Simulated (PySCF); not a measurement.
Simulated Si 2p region for `[SiH3][Al]([SiH3])[SiH3]` (Al(SiH3)3), binding energy against the vacuum level.

Every computed line was given a Gaussian of 1.0 eV full width at half maximum and an area set by the number of equivalent atoms (split 2:1 within a doublet); the highest printed point is 100. Theory: delta-SCF UKS SCAN, pcX-2 on the ionised atom, pcseg-1 elsewhere, spin-free X2C (PySCF 2.14.0).

(binding energy (eV), intensity): (104.6, 0), (104.7, 0), (104.8, 1), (104.9, 2), (105.0, 4), (105.1, 6), (105.2, 10), (105.3, 16), (105.4, 25), (105.5, 35), (105.6, 47), (105.7, 60), (105.8, 73), (105.9, 84), (106.0, 93), (106.1, 98), (106.2, 100), (106.3, 98), (106.4, 93), (106.5, 86), (106.6, 78), (106.7, 68), (106.8, 58), (106.9, 49), (107.0, 39), (107.1, 30), (107.2, 22), (107.3, 16), (107.4, 11), (107.5, 7), (107.6, 4), (107.7, 2), (107.8, 1), (107.9, 1), (108.0, 0), (108.1, 0)

Question: How many maxima does the curve show, and how many computed lines lie under it?

Answer: The curve has 1 maximum (at 106.2 eV). Under it lie 2 lines from 1 inequivalent silicon site, drawn as a 2p3/2, 2p1/2 pair. At this width some lines have no maximum of their own.

Question: Decompose the envelope and assign each component. Bonds: Al1–Si2, Al1–Si6, Al1–Si10. Hydrogens: H3, H4, H5 on Si2; H7, H8, H9 on Si6; H11, H12, H13 on Si10.

Answer: 
| position (eV) | relative area | line | atoms | environment |
| --- | --- | --- | --- | --- |
| 106.07 | 2.00 | Si 2p3/2 | Si2/Si6/Si10 | silicon bonded to Al and 3 H |
| 106.69 | 1.00 | Si 2p1/2 | Si2/Si6/Si10 | silicon bonded to Al and 3 H |

The curve has no shake-up lines and no vibrational structure. Topologically equivalent atoms share the value of their first member; where this conformer doesn't relate them by symmetry, their own values could differ. The 2p values aren't plain energy differences: one relaxed spin-free 2p hole is combined with a matrix within the shell (ground-state 2p orbital-energy differences and spin–orbit coupling). 2p3/2, the mean of its two sublevels, lies a third of the splitting below the shell's mean and 2p1/2 two thirds above it; the statistical areas are 2:1. 2p1/2 minus 2p3/2 (ligand field included): Si 0.62 eV. Geometry: PBE0-D3(BJ)/def2-SVP; no solvent, vibrations or thermal averaging.
